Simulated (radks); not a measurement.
Initial-state core-level shifts of neutral cadmium when its valence configuration changes from [Kr] 4d10 5s2. Method: Dirac Kohn-Sham, PBE, spin-unpolarised, spherical densities, finite nucleus; open shells fill j = l - 1/2 first; Fermi nuclear charge, rms radius 4.6087 fm; computed with a radial shooting solver on a logarithmic mesh with Libxc functionals. Shifts are changes of the shell-averaged eigenvalues in eV (positive: less bound); the change of the density at the nucleus, which sets a Mossbauer isomer shift, is in e/bohr^3, on a base of 1.595e+05.

| valence | 2p | 3s | 3p | 4p | density at nucleus |
|---|---|---|---|---|---|
| 4d10 5s1 5p1 | -1.771 | -1.791 | -1.791 | -1.836 | -20.03 |
| 4d8 5s2 5p2 | -13.989 | -13.753 | -13.754 | -12.141 | +29.83 |
| 4d6 5s2 5p4 | -29.403 | -28.640 | -28.641 | -24.380 | +63.35 |
| 4d5 5s2 5p5 | -37.576 | -36.430 | -36.432 | -30.469 | +81.47 |
| 4d10 5p2 | -3.268 | -3.311 | -3.310 | -3.395 | -43.33 |
| 4d9 5s1 5p2 | -8.373 | -8.308 | -8.308 | -7.650 | -10.77 |
| 4d7 5s2 5p3 | -21.543 | -21.083 | -21.084 | -18.274 | +46.13 |
| 4d9.5 5s1 5p1.5 | -5.038 | -5.024 | -5.024 | -4.750 | -15.56 |
| 4d9.5 5p2.5 | -6.530 | -6.538 | -6.537 | -6.291 | -41.27 |
